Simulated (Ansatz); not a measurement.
Stretching the Si1–I2 bond in H3ISi (SMILES [SiH3]I) (multiplicity 1 held, fragments rigid). Energies count from the point at 2.459 Å.
Geometry at that point (charge 0, multiplicity 1):
```xyz
5

Si    -1.841     0.049     0.018
I      0.617    -0.016    -0.006
H     -2.273     1.426    -0.293
H     -2.304    -0.348     1.362
H     -2.342    -0.894    -1.001
```

R- and RO- levels are restricted; in cc, def2 and unpolarised 6-31G sets they are followed outwards from rest. Unrestricted levels (U-) break spin symmetry where that is lower. Curves can end on different states.

Run with Ansatz (Gaussian basis) for Hartree–Fock, density functionals and correlated methods.  In def2 rows elements past Kr take small-core potentials, without spin–orbit coupling.

One of these levels gives 3.289 eV for the energy at R = 7.869 Å. Name it.
A) U-B3LYP/def2-TZVPP
B) R-HF/def2-TZVPP
C) R-PBE/def2-TZVPP

A, U-B3LYP/def2-TZVPP. The others give 6.137 (R-HF/def2-TZVPP), 3.983 (R-PBE/def2-TZVPP)

Doubts at one or more of the structures used: a restricted determinant that unrestricted orbitals would lower (R-HF/def2-TZVPP, R-PBE/def2-TZVPP); a spin-contaminated determinant (U-B3LYP/def2-TZVPP).

Ansatz is a quantum-chemistry and plane-wave program.
